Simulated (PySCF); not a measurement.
# [Sm(OH)4]− at several levels of theory

Computed with PySCF 2.14.0 (density fitting, no spin-orbit coupling) at the geometry relaxed with PBE0:

```xyz
9
[Sm(OH)4]− (singlet in the valence; each metal's 4f electrons, 5 of them, lie in its core potential, out of spins and levels)
Sm    0.0000    0.0000    0.0000
O     1.3768    1.1073    1.2465
H     1.9534    1.6434    1.7858
O    -1.3768   -1.1073    1.2465
H    -1.9534   -1.6434    1.7858
O     1.1073   -1.3768   -1.2465
H     1.6434   -1.9534   -1.7858
O    -1.1073    1.3768   -1.2465
H    -1.6434    1.9534   -1.7858
```

| level | basis | state | HOMO (eV) | gap (eV) | charge on Sm1 (e) | population of f-type functions on Sm1 (polarisation alone where 4f lies in the core) | dipole about the centre of mass (D) | largest force component (eV/Å) |
| --- | --- | --- | --- | --- | --- | --- | --- | --- |
| PBE0 | Sm lcecp-1-SVP with ECP51, O def2-SVP, H def2-SVP | singlet | -2.34 | 6.36 | 0.83 | 0.10 | 0.00 | 0.01 |
| M06-L | the same | singlet | -0.82 | 5.40 | 1.02 | 0.09 | 0.00 | 0.18 |
| PBE0 | Sm lcecp-1-TZVP with ECP51, O def2-TZVP, H def2-TZVP | singlet | -2.77 | 6.54 | 1.51 | 0.11 | 0.00 | 0.23 |

In the lcecp rows the 4f levels are missing from HOMO and gap, and the state counts the valence alone.

Charges are Mulliken's, which hang on the basis. The relaxation used the grid (50, 194), these runs (75, 302) or, all-electron (x2c bases, spin-free X2C Hamiltonian), (99, 590).

Q: What does TPSS with Sm lcecp-1-SVP with ECP51, O def2-SVP, H def2-SVP give here?

A: state singlet, HOMO (eV) -0.75, gap (eV) 4.37, charge on Sm1 (e) 0.69, population of f-type functions on Sm1 (polarisation alone where 4f lies in the core) 0.10, dipole about the centre of mass (D) 0.00, largest force component (eV/Å) 0.34. Time: 10 s on 2 threads of Arm Neoverse V2, on a shared host, from an already converged density.

In the first row's basis the gap widens with exact exchange: 4.4 to 5.4 eV for TPSS, M06-L (none); 6.4 eV for PBE0 (a fixed share).

An lcecp potential fixes the number of 4f electrons, so in runs with it no electron can move into or out of that shell.
